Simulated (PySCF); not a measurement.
C2H8PSi2 (doublet state).
Z-matrix (Å and degrees, GFN2-xTB geometry), rows numbered from 1:
```
C 
C   1  1.3241
Si  2  1.8822  1  125.15
Si  3  2.3423  2  108.69  1  -114.76
P   4  2.2056  3  110.94  2   -59.54
H   1  1.0782  2  121.50  3    -1.28
H   1  1.0798  2  122.79  3   179.06
H   2  1.0850  1  118.19  3  -178.67
H   3  1.4689  2  107.86  1   123.88
H   3  1.4669  2  108.79  1     7.22
H   4  1.4706  3  110.38  2    64.05
H   4  1.4666  3  111.18  2  -177.83
H   5  1.3887  4   94.28  3    77.46
```

The hyperfine couplings belong to this conformer and change with its torsions.

As a line formula: `C=C[SiH2][SiH2][PH]` [radical].

Method: UKS B3LYP, pcH-1 on C H P Si, non-relativistic, mean-field spin-orbit, GIAO (PySCF 2.14.0). The structure is a single GFN2-xTB conformer in the gas phase; no vibrational or solvent corrections. A GFN2-xTB geometry isn't a minimum of the functional, and hyperfine couplings can be far from their values at a DFT geometry, by a factor of two or more for some ions and for spin on atoms past the first row. The SCF solution wasn't tested for stability.

(1) Break the g tensor into its mass correction, gauge correction and orbital-Zeeman/spin–orbit terms.

(2) What effective moment and Curie constant follow for a powder?

(3) What are the electron Larmor frequencies g μB B/h along the three axes at 330 mT?

(4) In a frozen sample, at which fields do the three g values resonate at 9.5, 34, 94 and 263 GHz (hyperfine left aside), and which band first spreads them over more than twice a line width of 1.0 mT?

Answers

(1) 
```json
{"Δg (ppt)": "relativistic mass correction", "1": "-0.16", "2": "-0.16", "3": "-0.16"}
{"Δg (ppt)": "gauge correction", "1": "-0.01", "2": "0.04", "3": "0.03"}
{"Δg (ppt)": "orbital Zeeman/spin–orbit", "1": "0.00", "2": "7.41", "3": "21.49"}
{"Δg (ppt)": "total", "1": "-0.17", "2": "7.29", "3": "21.36"}
```

So g = 2.00215, 2.00961, 2.02368 and g_iso = 2.01181; the tensor is rhombic: the two nearest values differ by 35 % of g3 − g1. 

(2) With the mean of g² = 4.0475 and S(S+1) = 0.75: μ_eff = √(⟨g²⟩S(S+1)) = 1.742 μB and χT = 0.12505·⟨g²⟩·S(S+1) = 0.380 cm³ K/mol (cgs; spin-Hamiltonian part alone).

(3) 9.2475, 9.2819, 9.3469 GHz for g1, g2 and g3, a range of 99.4 MHz.

(4) 
```csv
band,GHz,B(g3) mT,B(g2) mT,B(g1) mT,spread mT
X,9.5,335.41,337.75,339.01,3.61
Q,34.0,1200.40,1208.81,1213.31,12.91
W,94.0,3318.75,3341.99,3354.44,35.68
J,263.0,9285.45,9350.47,9385.29,99.84
```

The spread grows in proportion to the frequency. X band is the first where it exceeds 2.0 mT.

The largest Mulliken spin population is on P5 (+0.98).

The HOMO–LUMO gaps are 5.81 eV among the α and 3.59 eV among the β orbitals.

Time: 62 s (grids of density and orbitals included); peak memory 0.79 GiB. Hardware: one thread, Arm Neoverse V1 (aarch64), on a shared host.
